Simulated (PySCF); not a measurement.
C₄H₅BO₂, SMILES C#CB(O)OC=C.

Geometry optimised at TPSSh-D3(BJ)/def2-SVP. The structure was generated by enumeration, and PubChem lists no compound with its InChIKey, so it may never have been made. One conformer was computed; it need not be the lowest.

Computed with TDDFT-ωB97X/def2-SVPD in PySCF.

Vertical excitations.  State labels are in the subgroup Cs.

| state | symmetry | energy (eV) | λ (nm) | f | main pairs |
|---|---|---|---|---|---|
| S1 | A" | 5.63 | 220 | 0.000 | HOMO−1→LUMO 87 % |
| S2 | A' | 6.11 | 203 | 0.180 | HOMO→LUMO 39 %, HOMO−2→LUMO 32 %, HOMO−1→LUMO+2 17 % |
| S3 | A' | 6.55 | 189 | 0.169 | HOMO→LUMO 47 %, HOMO−2→LUMO 25 %, HOMO→LUMO+3 11 %, HOMO−1→LUMO+2 10 % |
| S4 | A" | 6.66 | 186 | 0.000 | HOMO−2→LUMO+2 65 %, HOMO−2→LUMO+5 11 % |
| S5 | A" | 7.28 | 170 | 0.056 | HOMO→LUMO+1 56 %, HOMO→LUMO+4 25 % |
| S6 | A' | 7.92 | 156 | 0.117 | HOMO→LUMO+3 82 % |
| S7 | A" | 7.97 | 155 | 0.000 | HOMO−3→LUMO 73 %, HOMO−3→LUMO+3 12 % |
| S8 | A" | 8.02 | 155 | 0.000 | HOMO→LUMO+1 26 %, HOMO→LUMO+7 14 %, HOMO→LUMO+5 14 %, HOMO→LUMO+4 14 % |
| S9 | A' | 8.22 | 151 | 0.115 | HOMO−1→LUMO+1 77 % |
| S10 | A" | 8.22 | 151 | 0.009 | HOMO−2→LUMO+1 45 %, HOMO→LUMO+2 22 %, HOMO→LUMO+6 11 %, HOMO→LUMO+4 8 % |
| T1 | A' | 4.28 | 290 | 0 | HOMO→LUMO+3 54 %, HOMO→LUMO 38 % |
| T2 | A' | 4.84 | 256 | 0 | HOMO−2→LUMO 67 % |
| T3 | A" | 5.25 | 236 | 0 | HOMO−1→LUMO 80 % |
| T4 | A' | 5.66 | 219 | 0 | HOMO−1→LUMO+2 64 %, HOMO−1→LUMO+5 12 % |
Triplets are in the Tamm–Dancoff approximation, which puts them higher than full response would, so one can lie above its singlet here.
